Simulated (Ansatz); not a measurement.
Geometry optimisation, Ansatz, RKS PBE/def2-SVP.

The input (input.yaml):

```yaml
crystal:
  periodic: [false, false, false]
  atoms:
    - { symbol: Ge, position_ang: [-0.079847, 0.083839, -0.931783] }
    - { symbol: O, position_ang: [1.229768, 0.197399, 1.705616] }
    - { symbol: H, position_ang: [0.755769, -0.612751, 1.980971] }
    - { symbol: H, position_ang: [1.855209, -0.145772, 1.016618] }
    - { symbol: H, position_ang: [-1.175102, 1.221761, -0.633176] }
    - { symbol: H, position_ang: [-1.012596, -1.025875, -0.211847] }
basis:
  gaussian: { orbitals: def2-SVP }
hamiltonian:
  xc: pbe
relax:
  f_tol: 0.03
  max_steps: 50
```

Run as:

```bash
$ ansatz run input.yaml --threads 1 --pin off --max-ram 2048MiB --backend cpu --events-out ev --progress --plain --runs-dir out
```

Task: Where does it end, and by what steps?

Result: The run converged. The force dipped under the threshold on the way, but the program's further checks kept it going. After 14 steps the energy has fallen by 0.405 eV; H3 moved furthest, 0.60 Å.

```tsv
step	energy less start (eV)	largest force component (eV/Å)	accepted
0	0.0000	0.991	yes
1	-0.1509	1.482	yes
2	-0.2700	1.415	yes
3	-0.3737	0.524	yes
4	-0.3915	0.127	yes
5	-0.3963	0.232	yes
6	-0.4013	0.070	yes
7	-0.4033	0.052	yes
8	-0.4038	0.042	yes
9	-0.4018	0.376	no
10	-0.4044	0.006	yes
11	-0.4043	0.110	no
12	-0.4045	0.014	yes
13	-0.4044	0.089	no
14	-0.4046	0.025	yes
```

```xyz
6
Properties=species:S:1:pos:R:3
Ge 0.028 0.128 -0.817
O 1.092 0.232 1.164
H 0.437 -0.145 1.786
H 1.808 -0.433 1.126
H -1.063 1.106 -0.142
H -0.729 -1.169 -0.190
```

Time of the run: 18 s on 1 thread of Arm Neoverse V2 (shared host), peak memory 0.11 GiB.
